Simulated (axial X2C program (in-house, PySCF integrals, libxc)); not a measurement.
# Potential curves of CuGe, 2c

Computed with an in-house all-electron X2C program for linear molecules (integrals from PySCF). Two-component (2c) means X2C with spin–orbit coupling and atomic mean-field two-electron Coulomb and Gaunt terms. Basis: Ge dyall-cv3z [9s9p7d4f1g], Cu dyall-cv3z [9s9p6d3f2g] (cores contracted in-house); Gaussian nuclei, density fitting, unrestricted open shells. Masses: Ge 73.921 u, Cu 62.930 u.

State: Ω = 1/2 (⟨Sz⟩ = -0.50, ⟨Lz⟩ = 1.00 at M06). Energies in kJ/mol from the lowest point of each curve. Fits are polynomials in 1 − R0/R over 0.85 to 1.23 times the lowest point R0.

```
 R (Å)    M06
2.1376  10.45
2.2058   2.73
2.2740   0.00
2.3536   1.53
2.4332   6.75
2.5355  17.16
```

The state is one determinant whose occupation by symmetry is held fixed; it was picked as the lowest of a PBE0 search that is not exhaustive. Density functionals use the spin component along the axis (collinear). Without a current term, density functionals place determinants with orbital angular momentum somewhat too high.

(1) What are Re and ωe at the M06 level?

## Answers

(1) At M06, 2c: Re = 2.286 Å, ωe ≈ 252 cm⁻¹; Be follows as 0.0949 cm⁻¹.
